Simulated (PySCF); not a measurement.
## Ti¹⁵⁺ (titanium, charge +15) across methods

[He] 2s2 2p3, high-spin 4S determinant. Calculation: PySCF 2.14, in an uncontracted even-tempered set (18 s from 2.7 bohr⁻², ratio 2.2; 11 p from 3.5 bohr⁻², ratio 2.2; 6 d from 16 bohr⁻², ratio 2.4; 5 f from 24 bohr⁻², ratio 2.4; 5 g from 36 bohr⁻², ratio 2.4); the non-relativistic Hamiltonian (point nucleus).

```
method  E (hartree)  mean ε 2s α (eV)  mean ε 2s β (eV)  mean ε 2p α (eV)  Σ⟨r²⟩ (bohr²)   ⟨S²⟩
   LDA     -693.924           -1067.0           -1044.7           -1002.8         0.4905  3.750
   PBE     -695.715           -1069.3           -1046.5           -1003.7         0.4896  3.750
  TPSS     -696.000           -1072.1           -1047.8           -1004.7         0.4893  3.750
   UHF   -695.75703           -1122.8           -1073.5           -1046.8         0.4884  3.750
  PBE0     -695.780           -1082.9           -1053.8           -1014.7         0.4893  3.750
  PW91     -695.862           -1069.5           -1046.8           -1004.2         0.4896  3.750
```

Q: Estimate the same row for r2SCAN.

A: E (hartree) = -695.930; mean ε 2s α (eV) = -1077.1; mean ε 2s β (eV) = -1047.9; mean ε 2p α (eV) = -1008.9; Σ⟨r²⟩ (bohr²) = 0.4888; ⟨S²⟩ = 3.750.
